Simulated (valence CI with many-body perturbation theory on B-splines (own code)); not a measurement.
## Questions on Rh21+

Method: valence CI with perturbative core correlation (CI+MBPT): six valence electrons over a frozen Dirac-Fock core [Ar], radial functions for each j: 7 s, 7 p, 8 d, 6 f, 4 g, 1 h, with the one-electron correlation potential Σ1 (screened to all orders), the two-electron term Σ2, the three-electron term Σ3, Breit, model QED; selected single and double excitations, second order for the rest, scaled by the run's own slope (own B-spline code, finite nucleus).

No measured spectrum was set against this ion. As an estimate, terms of the open shell hold to 2 to 4 % of their energy, and close levels can change places. Core correlation moves these levels by up to 10000 cm⁻¹, and in measured spectra 5 to 20 % of such shifts remained as error; rates that hang on mixing are uncertain with them. Among the levels kept, up to 890 cm⁻¹ of a level comes from second order outside the variational space, and about a tenth of that is noise between levels of different J, which matters for small intervals. Only levels of the ground parity were solved; by the run's estimate the other parity begins above the list, which can be wrong where configurations are misplaced.

Names give the largest LS component (configuration and term), which can be under half, so a name can repeat, a term be missing and a line seem to break the LS rules; names also repeat where a configuration has a term twice.

Rates and lifetimes use the calculated energies. Strong lines usually hold to 10 to 20 %, long lifetimes can be off by a factor of two.

What is the ground level?

3d6 5D_4, composition 86 % 3d6 5D + 13 % 3d6 3F, g = 1.458.

Name the longest-lived excited levels whose lifetime is computed, and their main decay.

3d6 3H_6 at 10.632 eV lives 12000 s, mostly by E2 to 3d6 5D_4; 3d6 5D_2 at 3.139 eV lives 661 s, mostly by E2 to 3d6 5D_4; 3d6 5D_0 at 4.977 eV lives 1.32 s, mostly by M1 to 3d6 5D_1.

How is the term 5D of the ground level split?

J = 4 at 0.000, J = 3 at 3.112, J = 2 at 3.139, J = 1 at 4.757, J = 0 at 4.977 eV.

How well does LS coupling describe the low levels?

Among the lowest 20 levels the leading LS term, summed over configurations, holds 67 % on average. For single configurations the figures are 67 % in LS and 67 % in jj coupling. Terms mix most in the J = 4 level at 8.825 eV, where the leading one holds 26 %.

What is the ionisation energy?

983.66 eV; NIST lists 984 ± 4 eV (theoretical).
